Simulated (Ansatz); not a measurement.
VCl3O⁺, that is VOCl3 with one electron fewer. Total charge 1; doublet. Geometry PBE0-D4/def2-SVP, that of the neutral singlet; atoms count from 1.

Cartesian coordinates in Å:
```
V -0.0618 -0.0616 0.0033
O -1.1429 -1.1384 0.0607
Cl 1.7662 -0.9981 -0.5492
Cl 0.0872 0.8198 1.9333
Cl -0.6486 1.3783 -1.4480
```

Question: Estimate the Mulliken populations from the PBE0/def2-TZVP orbitals of Ansatz.

Answer: 
```csv
atom,charge (e),spin (α − β),d electrons
V1,1.12,-0.33,3.25
O2,-0.26,0.04,–
Cl3,0.05,0.43,–
Cl4,0.05,0.43,–
Cl5,0.05,0.43,–
```
Mulliken values and Mayer orders depend strongly on the basis.

Question: Where does the spin sit?

Answer: Summed by element: V -0.33, O 0.04, Cl 1.29, of 1 unpaired in all. Largest on single atoms: Cl4 0.43, Cl5 0.43, Cl3 0.43.

Question: And the Mayer bond orders between bonded heavy atoms (over 0.3)?

Answer: V1–O2 2.32 (1.53 Å); V1–Cl3 1.07 (2.13 Å); V1–Cl4 1.07 (2.13 Å); V1–Cl5 1.07 (2.13 Å).
